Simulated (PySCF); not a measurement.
**The first ionisation energy along group 11**

Calculated with PySCF 2.14 from differences of total energies of unrestricted determinants, without spin-orbit coupling. Values in eV. The last column holds reference values (NIST; (s) semi-empirical, (t) theoretical, else measured). Unmarked ones compare directly (S terms, centres of terms, or small fine structure); those marked * lie between the lowest fine-structure levels and include a spin-orbit shift.

```tsv
element	configurations	UHF	LDA	PBE	r2SCAN	CCSD (valence)	CCSD(T) (valence and next inner shell)	reference
Cu (ANO-RCC-VTZP, spin-free X2C)	[Ar] 3d10 4s1 → [Ar] 3d10	6.605	8.650	8.344	8.199	7.432	7.590	7.726
Ag (ANO-RCC-VTZP, spin-free X2C)	[Kr] 4d10 5s1 → [Kr] 4d10	6.374	8.313	7.957	7.790	7.343	7.499	7.576
Au (ANO-RCC-VTZP, spin-free X2C)	[Xe] 4f14 5d10 6s1 → [Xe] 4f14 5d10	7.680	9.942	9.594	9.570	8.911	9.113	9.226
```

| method | elements | mean error (eV) | mean absolute error (eV) | largest error (eV) |
| --- | --- | --- | --- | --- |
| UHF | 3 | -1.290 | 1.290 | -1.546 |
| LDA | 3 | 0.792 | 0.792 | 0.924 |
| PBE | 3 | 0.456 | 0.456 | 0.618 |
| r2SCAN | 3 | 0.343 | 0.343 | 0.472 |
| CCSD (valence) | 3 | -0.281 | 0.281 | -0.315 |
| CCSD(T) (valence and next inner shell) | 3 | -0.109 | 0.109 | -0.136 |

Errors include the incompleteness of the basis and the frozen core.

"Valence" correlates the outer s and p shells and, in groups 3 to 12 and the f block, the outer d or f shell, open or full, or the next shell where the ion has no valence electron left; the wider scheme adds the next inner shell.
